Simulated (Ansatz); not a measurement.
Ansatz (an electronic-structure program) input (B3LYP-D3(BJ)/def2-TZVP):

Ansatz 0.2 input:
```yaml
crystal:
  periodic: [false, false, false]
  atoms:
    - {symbol: Hf, position_ang: [-0.02992658, -0.00478108, 0.01292903]}
    - {symbol: H, position_ang: [1.38271578, -0.31531675, 1.06872269]}
    - {symbol: H, position_ang: [0.35885004, 1.64030924, -0.57802080]}
    - {symbol: H, position_ang: [0.41314789, -0.98075490, -1.42159222]}
basis:
  gaussian:
    orbitals: def2-TZVP
hamiltonian:
  xc: b3lyp
  dispersion: d3bj
total_charge: 1
phonons: {temperatures: {t_min: 298.15, t_max: 298.15, t_step: 100}}
```

Output:

```
Functional definition: B3LYP
integrals: 0.01 GiB planned
505 factors; their error is unknown
mean field: 0.12 GiB planned
mean field evaluation 1: about -1343.6139 eV, gradient 2.6e1 eV
mean field evaluation 2: about -1343.0174 eV, gradient 3.0e1 eV
mean field evaluation 4: about -1345.8067 eV, gradient 1.0e0 eV
mean field evaluation 8: about -1345.8110 eV, gradient 5.8e-2 eV
mean field -1345.81100258 eV, -49.4576421213 hartree, gradient 5.7e-5 eV, S^2 0.000000; 0 other end points of the search recorded, 0 dependent functions left out
the calculation of the forces begins
reference -1345.81121002 eV, -49.4576497446 hartree; 7, 7 occupied and 51, 51 virtual orbitals, 505 factors
these checks for a lower state are left out or cut short: stability, starts, cluster_reference, orbital_swaps, neighbouring_geometries, increment
integrals: 0.01 GiB planned
505 factors; their error is unknown
mean field: 0.12 GiB planned
mean field evaluation 16: about -1345.8094 eV, gradient 1.5e0 eV
mean field -1345.81094475 eV, -49.4576399962 hartree, gradient 2.9e-6 eV, S^2 0.000000; 0 other end points of the search recorded, 0 dependent functions left out
the calculation of the forces begins
reference -1345.81115221 eV, -49.4576476200 hartree; 7, 7 occupied and 51, 51 virtual orbitals, 505 factors
these checks for a lower state are left out or cut short: stability, starts, cluster_reference, orbital_swaps, neighbouring_geometries, increment
integrals: 0.01 GiB planned
505 factors; their error is unknown
mean field: 0.12 GiB planned
mean field -1345.81095884 eV, -49.4576405139 hartree, gradient 3.0e-6 eV, S^2 0.000000; 0 other end points of the search recorded, 0 dependent functions left out
the calculation of the forces begins
reference -1345.81116626 eV, -49.4576481366 hartree; 7, 7 occupied and 51, 51 virtual orbitals, 505 factors
these checks for a lower state are left out or cut short: stability, starts, cluster_reference, orbital_swaps, neighbouring_geometries, increment
integrals: 0.01 GiB planned
505 factors; their error is unknown
mean field: 0.12 GiB planned
mean field evaluation 32: about -1345.8094 eV, gradient 1.2e0 eV
mean field -1345.81098269 eV, -49.4576413903 hartree, gradient 3.0e-6 eV, S^2 0.000000; 0 other end points of the search recorded, 0 dependent functions left out
the calculation of the forces begins
reference -1345.81119007 eV, -49.4576490116 hartree; 7, 7 occupied and 51, 51 virtual orbitals, 505 factors
these checks for a lower state are left out or cut short: stability, starts, cluster_reference, orbital_swaps, neighbouring_geometries, increment
integrals: 0.01 GiB planned
505 factors; their error is unknown
mean field: 0.12 GiB planned
mean field -1345.81093415 eV, -49.4576396066 hartree, gradient 3.0e-6 eV, S^2 0.000000; 0 other end points of the search recorded, 0 dependent functions left out
the calculation of the forces begins
reference -1345.81114164 eV, -49.4576472318 hartree; 7, 7 occupied and 51, 51 virtual orbitals, 505 factors
these checks for a lower state are left out or cut short: stability, starts, cluster_reference, orbital_swaps, neighbouring_geometries, increment
integrals: 0.01 GiB planned
505 factors; their error is unknown
mean field: 0.12 GiB planned
mean field -1345.81096053 eV, -49.4576405760 hartree, gradient 3.0e-6 eV, S^2 0.000000; 0 other end points of the search recorded, 0 dependent functions left out
the calculation of the forces begins
reference -1345.81116801 eV, -49.4576482007 hartree; 7, 7 occupied and 51, 51 virtual orbitals, 505 factors
these checks for a lower state are left out or cut short: stability, starts, cluster_reference, orbital_swaps, neighbouring_geometries, increment
integrals: 0.01 GiB planned
505 factors; their error is unknown
mean field: 0.12 GiB planned
mean field -1345.81099264 eV, -49.4576417560 hartree, gradient 3.0e-6 eV, S^2 0.000000; 0 other end points of the search recorded, 0 dependent functions left out
the calculation of the forces begins
reference -1345.81120004 eV, -49.4576493778 hartree; 7, 7 occupied and 51, 51 virtual orbitals, 505 factors
these checks for a lower state are left out or cut short: stability, starts, cluster_reference, orbital_swaps, neighbouring_geometries, increment
integrals: 0.01 GiB planned
505 factors; their error is unknown
mean field: 0.12 GiB planned
mean field evaluation 64: about -1345.8110 eV, gradient 7.5e-5 eV
mean field -1345.81100081 eV, -49.4576420562 hartree, gradient 3.0e-6 eV, S^2 0.000000; 0 other end points of the search recorded, 0 dependent functions left out
the calculation of the forces begins
reference -1345.81120824 eV, -49.4576496792 hartree; 7, 7 occupied and 51, 51 virtual orbitals, 505 factors
these checks for a lower state are left out or cut short: stability, starts, cluster_reference, orbital_swaps, neighbouring_geometries, increment
integrals: 0.01 GiB planned
505 factors; their error is unknown
mean field: 0.12 GiB planned
mean field -1345.81099726 eV, -49.4576419257 hartree, gradient 3.0e-6 eV, S^2 0.000000; 0 other end points of the search recorded, 0 dependent functions left out
the calculation of the forces begins
reference -1345.81120470 eV, -49.4576495492 hartree; 7, 7 occupied and 51, 51 virtual orbitals, 505 factors
these checks for a lower state are left out or cut short: stability, starts, cluster_reference, orbital_swaps, neighbouring_geometries, increment
integrals: 0.01 GiB planned
505 factors; their error is unknown
mean field: 0.12 GiB planned
mean field -1345.81098131 eV, -49.4576413398 hartree, gradient 3.0e-6 eV, S^2 0.000000; 0 other end points of the search recorded, 0 dependent functions left out
the calculation of the forces begins
reference -1345.81118878 eV, -49.4576489639 hartree; 7, 7 occupied and 51, 51 virtual orbitals, 505 factors
these checks for a lower state are left out or cut short: stability, starts, cluster_reference, orbital_swaps, neighbouring_geometries, increment
integrals: 0.01 GiB planned
505 factors; their error is unknown
mean field: 0.12 GiB planned
mean field -1345.81099465 eV, -49.4576418299 hartree, gradient 3.0e-6 eV, S^2 0.000000; 0 other end points of the search recorded, 0 dependent functions left out
the calculation of the forces begins
reference -1345.81120207 eV, -49.4576494523 hartree; 7, 7 occupied and 51, 51 virtual orbitals, 505 factors
these checks for a lower state are left out or cut short: stability, starts, cluster_reference, orbital_swaps, neighbouring_geometries, increment
integrals: 0.01 GiB planned
505 factors; their error is unknown
mean field: 0.12 GiB planned
mean field -1345.81098058 eV, -49.4576413127 hartree, gradient 3.0e-6 eV, S^2 0.000000; 0 other end points of the search recorded, 0 dependent functions left out
the calculation of the forces begins
reference -1345.81118798 eV, -49.4576489345 hartree; 7, 7 occupied and 51, 51 virtual orbitals, 505 factors
these checks for a lower state are left out or cut short: stability, starts, cluster_reference, orbital_swaps, neighbouring_geometries, increment
integrals: 0.01 GiB planned
505 factors; their error is unknown
mean field: 0.12 GiB planned
mean field evaluation 96: about -1345.8094 eV, gradient 1.2e0 eV
mean field -1345.81095058 eV, -49.4576402104 hartree, gradient 3.0e-6 eV, S^2 0.000000; 0 other end points of the search recorded, 0 dependent functions left out
the calculation of the forces begins
reference -1345.81115806 eV, -49.4576478351 hartree; 7, 7 occupied and 51, 51 virtual orbitals, 505 factors
these checks for a lower state are left out or cut short: stability, starts, cluster_reference, orbital_swaps, neighbouring_geometries, increment
integrals: 0.01 GiB planned
505 factors; their error is unknown
mean field: 0.12 GiB planned
mean field -1345.81099281 eV, -49.4576417622 hartree, gradient 3.0e-6 eV, S^2 0.000000; 0 other end points of the search recorded, 0 dependent functions left out
the calculation of the forces begins
reference -1345.81120026 eV, -49.4576493859 hartree; 7, 7 occupied and 51, 51 virtual orbitals, 505 factors
these checks for a lower state are left out or cut short: stability, starts, cluster_reference, orbital_swaps, neighbouring_geometries, increment
integrals: 0.01 GiB planned
505 factors; their error is unknown
mean field: 0.12 GiB planned
mean field -1345.81100521 eV, -49.4576422182 hartree, gradient 3.0e-6 eV, S^2 0.000000; 0 other end points of the search recorded, 0 dependent functions left out
the calculation of the forces begins
reference -1345.81121264 eV, -49.4576498410 hartree; 7, 7 occupied and 51, 51 virtual orbitals, 505 factors
Total energy: -1345.88335460 eV, -49.4603010090 hartree
Atom 0 at    -0.029927    -0.004781     0.012929 Å, force     0.000066     0.000040     0.000006 eV/Å
Atom 1 at     1.382716    -0.315317     1.068723 Å, force     0.000104    -0.000105     0.000272 eV/Å
Atom 2 at     0.358850     1.640309    -0.578021 Å, force    -0.000101     0.000287    -0.000057 eV/Å
Atom 3 at     0.413148    -0.980755    -1.421592 Å, force    -0.000068    -0.000222    -0.000221 eV/Å
Dipole moment:    -0.709646    -0.113374     0.306584 e Å
Vibrations: 533.57 630.22 630.35 1854.20 1854.24 1883.58 cm⁻¹, zero-point energy 0.457884 eV
```

The spin state was set by rule; other spins were not relaxed.
